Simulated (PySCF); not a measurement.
## What settings do to a single point of [Lu(H2O)7]3+

The sound run of [Lu(H2O)7]3+ (singlet in the valence; each metal's 4f electrons, 14 of them, lie in its core potential, out of spins and levels) uses PySCF 2.14.0, RKS r2SCAN, Lu lcecp-1-SVP with ECP60, O def2-SVP, H def2-SVP; non-relativistic Hamiltonian with scalar-relativistic core potentials where named; density fitting; no spin-orbit coupling, grid (50, 194), threshold 1e-8 Eh and 55 cycles, at the relaxed geometry:

```xyz
22

Lu    0.0004    0.0000    0.0000
O    -0.0062    0.0000    2.3123
H     0.7591    0.0000    2.9224
H    -0.7759    0.0000    2.9171
O    -0.0062    0.0000   -2.3123
H     0.7591    0.0000   -2.9224
H    -0.7759    0.0000   -2.9171
O     2.3959    0.0000    0.0000
H     3.0030    0.0000    0.7633
H     3.0030    0.0000   -0.7633
O     0.7378    2.2597    0.0000
H     0.9014    2.8375    0.7685
H     0.9014    2.8375   -0.7685
O    -1.9299    1.4073    0.0000
H    -2.3944    1.7942    0.7654
H    -2.3944    1.7942   -0.7654
O    -1.9299   -1.4073    0.0000
H    -2.3944   -1.7942    0.7654
H    -2.3944   -1.7942   -0.7654
O     0.7378   -2.2597    0.0000
H     0.9014   -2.8375    0.7685
H     0.9014   -2.8375   -0.7685
```

There Lu1 has a Mulliken charge of 1.07 e and the dipole about the centre of mass is 0.00 D. Each run below changes one thing and starts from free metal ions and neutral atoms unless it says otherwise; with 55 cycles, smearing, a level shift and second-order steps follow where DIIS fails, and their cycles count. Energy shifts count from the sound run. On f atoms grids over 110 angular points are at least (60, 302).

```json
{"change": "threshold 1e-05", "outcome": "converged", "cycles": "8", "energy shift (eV)": "0.0000", "largest force component (eV/Å)": "0.01", "charge on Lu1 (e)": "1.07", "dipole about the centre of mass (D)": "0.00"}
{"change": "charge changed by +1, spin kept, limit 78 cycles", "outcome": "refused", "cycles": "–", "energy shift (eV)": "–", "largest force component (eV/Å)": "–", "charge on Lu1 (e)": "–", "dipole about the centre of mass (D)": "–"}
{"change": "all coordinates × 1.12", "outcome": "converged", "cycles": "11", "energy shift (eV)": "5.36", "largest force component (eV/Å)": "3.57", "charge on Lu1 (e)": "1.31", "dipole about the centre of mass (D)": "0.00"}
{"change": "grid (30, 86)", "outcome": "converged", "cycles": "10", "energy shift (eV)": "0.18", "largest force component (eV/Å)": "0.19", "charge on Lu1 (e)": "1.07", "dipole about the centre of mass (D)": "0.01"}
```

Problem. How does the run with this change end: cycle limit 3?

Solution. outcome not converged, cycles 3.

Forces carry noise of the integration grid, about 0.01 to 0.03 eV/Å.

No frequency check is given that shows the relaxed geometry to be a minimum. An lcecp potential fixes the number of 4f electrons, so in runs with it no electron can move into or out of that shell.
